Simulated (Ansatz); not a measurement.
**Match the barriers**

Saddle point of SnH6SeO, singlet (SnH₄O ([OH][SnH3]) + H₂Se → SnH₄Se ([SeH][SnH3]) + H₂O; bonds formed: Sn1–Se7, O2–H6; bonds broken: Sn1–O2, H6–Se7), PBE0-D4/def2-TZVP structure:

Sn1  (-0.855, 0.022, -0.801)
O2  (-0.097, 1.027, 0.865)
H3  (-0.897, -1.659, -0.591)
H4  (-2.441, 0.646, -0.562)
H5  (-0.162, 0.695, -2.186)
H6  (0.985, 0.489, 0.827)
Se7  (2.224, -0.474, 0.031)
H8  (-0.577, 0.958, 1.698)
H9  (1.820, -1.705, 0.720)
(Å)

Computed with Ansatz 0.2.0 (basis: def2-TZVPP, with def2-QZVPP for the basis limit); correlated methods freeze the cores. Filled d shells of the heavier atoms are correlated. Core potentials replace the inner electrons of the atoms past krypton. The def2 sets are not built for correlating such inner shells, so the correlated values are less sure here. Extrapolation: Hartree–Fock as exp(−7.88 √X), correlation as X^−2.97. Four methods, as single points on the PBE0-D4 structures, gave these electronic barriers from the start structure: 3.2, 32.2, 55.1, 89.2 kJ/mol.

(1) The methods were, in alphabetical order, CCSD(T), HF, r2SCAN-D4, SPW92. Which gave which? (Judge from chemistry; the calculation decides.)

No T1 diagnostic of these runs exceeds 0.013.

Answers

(1) The calculation gives: SPW92 3.2; r2SCAN-D4 32.2; CCSD(T) 55.1; HF 89.2 kJ/mol. For comparison, CCSD(T) at an estimated basis limit (MP2 extrapolated from triple and quadruple zeta, plus CCSD(T) − MP2 in triple zeta) gives 48.6 kJ/mol.

Labels in which every atom is bracketed show which atoms are joined, not bond orders.

For scale, one of the runs: CCSD(T)/def2-TZVPP, 213 basis functions, launched by `ansatz run in.yaml --threads 4 --pin off --events-out ev --progress --plain --max-ram 9574MiB`. The run took 38 s on 4 CPU threads of an Intel Xeon 6975P-C (shared host), with 3.8 GiB of host memory at its peak.
